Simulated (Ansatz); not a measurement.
Species: CH₄N, charge 1, singlet. CH4N+ (SMILES C=[NH2+]).
B3LYP-D3(BJ)/def2-TZVP minimum from Ansatz (a program for electronic structure):
```xyz
6

C     -0.6316     0.2305     0.0275
N      0.5616    -0.2049    -0.0244
H     -1.4611    -0.4673    -0.0113
H     -0.8121     1.2968     0.1101
H      1.3639     0.4216     0.0095
H      0.7676    -1.1993    -0.1021
```
Charge +1, spin multiplicity 1.

Hartree-Fock and MP2 correlation energies in hartree (Ansatz). Radicals and triplets start from unrestricted determinants; spin-orbit coupling is neglected. Cores are frozen in correlated methods. No relativity.

```json
[
 {"basis": "cc-pVTZ", "X": "3", "E(HF)": "-94.42359", "E(corr, MP2)": "-0.35816"},
 {"basis": "cc-pVQZ", "X": "4", "E(HF)": "-94.42993", "E(corr, MP2)": "-0.38144"},
 {"basis": "cc-pV5Z", "X": "5", "E(HF)": "-94.43143", "E(corr, MP2)": "withheld"}
]
```

Fit E(corr) = E∞ + A/X³ to X = 3 and 4, predict X = 5, and compare with the run.

A = (-0.35816 - (-0.38144))/(1/27 - 1/64) = 1.0872; E∞ = -0.38144 - A/64 = -0.39843; at X = 5, E∞ + A/125 = -0.38973. The run gave -0.39029, 0.56 mEh below the prediction. The same form on X = 4 and 5 gives E∞ = -0.39958, 1.15 mEh below the first estimate.
